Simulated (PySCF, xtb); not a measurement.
C6H3Cl, SMILES C#C/C=C(\C#C)Cl.

GFN2-xTB (xtb 6.7.1) at its own geometry gives an orbital gap of 3.15 eV and a dipole moment of 1.14 D.

Geometry: PBE0-D3(BJ)/def2-SVP. The structure was generated by enumeration; whether it is a known compound was not checked.

Problem. What does r2SCAN/def2-TZVP (PySCF) give? (The exact figures need the calculation; the answer reports its results.)

Solution. gap 3.35 eV (levels -6.09 and -2.74 eV), dipole 1.28 D.
